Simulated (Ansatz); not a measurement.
Consider the ligand exchange at a Ge–N bond: `F[Si](F)(Cl)[NH][GeH2][Cl]` + H–F → `[F][GeH2][Cl]` + `N[Si](F)(F)Cl`.

Isolated molecules relaxed with PBE0-D4/def2-TZVP in Ansatz; ΔE leaves out vibrations. CCSD(T)/CBS is the MP2 limit (def2-TZVPP, def2-QZVPP) plus CCSD(T) − MP2 in def2-TZVPP, frozen cores. This one scheme is used for every species. For Ge outer-core shells are correlated without core-valence functions, which leaves a few kJ/mol of doubt a bond. Scalar relativity is left out up to krypton. Each species was taken in one conformer, which may not be the lowest.

| species | CCSD(T)/CBS(def2) energy (Eh) |
| --- | --- |
| `F[Si](F)(Cl)[NH][GeH2][Cl]` | -3541.13168 |
| H–F | -100.39570 |
| `[F][GeH2][Cl]` | -2636.95386 |
| `N[Si](F)(F)Cl` | -1004.58536 |

(1) Work out ΔE.

Largest T1 diagnostic among the species: 0.011.

## Answers

(1) ΔE = (-2636.95386) + (-1004.58536) − (-3541.13168) − (-100.39570) = -0.01184 Eh = -31.1 kJ/mol.

From PBE to PBE0 (25 % exact exchange), in def2-TZVPP and without D4, ΔE moves by +4.5 kJ/mol. In def2-TZVPP, CCSD(T) changes the Hartree–Fock value by +26.8 kJ/mol (the triples alone add +3.1 kJ/mol) and MP2 by +30.8 kJ/mol. The D4 term adds +17.1 kJ/mol with B3LYP and +9.8 kJ/mol with PBE0; it sums over pairs of atoms, weighted by their polarisabilities, and B3LYP, whose exchange is more repulsive, gets the larger term.

B3LYP here is the variant with VWN-RPA as its local correlation; programs differ in this.
